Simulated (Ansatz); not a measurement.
Reaction (cleavage of the Si–Si bond): `O[SiH2][Si](F)(Cl)Cl` + `SS` → `O[SiH2]SS` + `F[SiH](Cl)Cl`

Calculated with Ansatz (gas phase, PBE0-D4/def2-TZVP geometries, no zero-point term in ΔE). CCSD(T)/CBS is the MP2 limit (def2-TZVPP, def2-QZVPP) plus CCSD(T) − MP2 in def2-TZVPP, frozen cores. This one scheme is used for every species. Functionals use def2-TZVPP. B3LYP here is the variant with VWN-RPA as its local correlation; programs differ in this. HSE06 is defined as in plane-wave codes. One conformer a species, not always the lowest.

```json
{"level": "LDA (SPW92)", "ΔE (kJ/mol)": "-74.9", "difference from CCSD(T)/CBS": "7.7"}
{"level": "PBE-D4", "ΔE (kJ/mol)": "-69.8", "difference from CCSD(T)/CBS": "12.8"}
{"level": "revPBE-D4", "ΔE (kJ/mol)": "-70.5", "difference from CCSD(T)/CBS": "12.1"}
{"level": "B97M-V", "ΔE (kJ/mol)": "-77.8", "difference from CCSD(T)/CBS": "4.8"}
{"level": "PBE0-D4", "ΔE (kJ/mol)": "-73.6", "difference from CCSD(T)/CBS": "9.0"}
{"level": "B3LYP-D4", "ΔE (kJ/mol)": "-74.3", "difference from CCSD(T)/CBS": "8.3"}
{"level": "r2SCANh-D4", "ΔE (kJ/mol)": "-80.8", "difference from CCSD(T)/CBS": "1.8"}
{"level": "r2SCAN0-D4", "ΔE (kJ/mol)": "-81.7", "difference from CCSD(T)/CBS": "0.9"}
{"level": "HSE06-D4", "ΔE (kJ/mol)": "-73.7", "difference from CCSD(T)/CBS": "8.9"}
{"level": "BHLYP-D4", "ΔE (kJ/mol)": "-78.6", "difference from CCSD(T)/CBS": "4.0"}
{"level": "CAM-B3LYP-D4", "ΔE (kJ/mol)": "-76.0", "difference from CCSD(T)/CBS": "6.6"}
{"level": "ωB97X-V", "ΔE (kJ/mol)": "-76.5", "difference from CCSD(T)/CBS": "6.1"}
{"level": "ωB97M-V", "ΔE (kJ/mol)": "-83.8", "difference from CCSD(T)/CBS": "-1.2"}
{"level": "B2PLYP", "ΔE (kJ/mol)": "-81.4", "difference from CCSD(T)/CBS": "1.2"}
{"level": "PBE-QIDH", "ΔE (kJ/mol)": "-83.4", "difference from CCSD(T)/CBS": "-0.8"}
{"level": "PBE", "ΔE (kJ/mol)": "-70.1", "difference from CCSD(T)/CBS": "12.5"}
{"level": "revPBE", "ΔE (kJ/mol)": "-67.8", "difference from CCSD(T)/CBS": "14.8"}
{"level": "BLYP", "ΔE (kJ/mol)": "-70.9", "difference from CCSD(T)/CBS": "11.7"}
{"level": "r2SCAN", "ΔE (kJ/mol)": "-80.6", "difference from CCSD(T)/CBS": "2.0"}
{"level": "PBE0", "ΔE (kJ/mol)": "-74.2", "difference from CCSD(T)/CBS": "8.4"}
{"level": "B3LYP", "ΔE (kJ/mol)": "-74.6", "difference from CCSD(T)/CBS": "8.0"}
{"level": "r2SCANh", "ΔE (kJ/mol)": "-81.3", "difference from CCSD(T)/CBS": "1.3"}
{"level": "r2SCAN0", "ΔE (kJ/mol)": "-82.2", "difference from CCSD(T)/CBS": "0.4"}
{"level": "BHLYP", "ΔE (kJ/mol)": "-79.7", "difference from CCSD(T)/CBS": "2.9"}
{"level": "CAM-B3LYP", "ΔE (kJ/mol)": "-76.9", "difference from CCSD(T)/CBS": "5.7"}
{"level": "LC-ωPBE", "ΔE (kJ/mol)": "-75.4", "difference from CCSD(T)/CBS": "7.2"}
{"level": "RPA@PBE/def2-TZVPP", "ΔE (kJ/mol)": "-77.9", "difference from CCSD(T)/CBS": "4.7"}
{"level": "HF/def2-SVP", "ΔE (kJ/mol)": "-81.6", "difference from CCSD(T)/CBS": "1.0"}
{"level": "MP2/def2-SVP", "ΔE (kJ/mol)": "-88.6", "difference from CCSD(T)/CBS": "-6.0"}
{"level": "CCSD/def2-SVP", "ΔE (kJ/mol)": "-80.1", "difference from CCSD(T)/CBS": "2.5"}
{"level": "CCSD(T)/def2-SVP", "ΔE (kJ/mol)": "-80.6", "difference from CCSD(T)/CBS": "2.0"}
{"level": "MP2/def2-TZVPP", "ΔE (kJ/mol)": "-91.5", "difference from CCSD(T)/CBS": "-8.9"}
{"level": "SCS-MP2/def2-TZVPP", "ΔE (kJ/mol)": "-87.8", "difference from CCSD(T)/CBS": "-5.2"}
{"level": "CCSD/def2-TZVPP", "ΔE (kJ/mol)": "-80.3", "difference from CCSD(T)/CBS": "2.3"}
{"level": "CCSD(T)/def2-TZVPP", "ΔE (kJ/mol)": "-81.7", "difference from CCSD(T)/CBS": "0.9"}
{"level": "HF/def2-QZVPP", "ΔE (kJ/mol)": "-82.3", "difference from CCSD(T)/CBS": "0.3"}
{"level": "MP2/def2-QZVPP", "ΔE (kJ/mol)": "-92.1", "difference from CCSD(T)/CBS": "-9.5"}
{"level": "HF/CBS(def2)", "ΔE (kJ/mol)": "-82.4", "difference from CCSD(T)/CBS": "0.2"}
{"level": "MP2/CBS(def2)", "ΔE (kJ/mol)": "-92.4", "difference from CCSD(T)/CBS": "-9.8"}
{"level": "CCSD/CBS(def2)", "ΔE (kJ/mol)": "-81.2", "difference from CCSD(T)/CBS": "1.4"}
{"level": "CCSD(T)/CBS", "ΔE (kJ/mol)": "-82.6", "difference from CCSD(T)/CBS": "0"}
```

Largest T1 diagnostic among the species: 0.012.

From BLYP to BHLYP (50 % exact exchange), in def2-TZVPP and without D4, ΔE moves by −8.7 kJ/mol. Leaving LDA and LC-ωPBE aside and taking each functional with its dispersion term where it has one, the values spread over 14.0 kJ/mol, from ωB97M-V to PBE-D4. LDA lies −4.8 kJ/mol from PBE without D4.
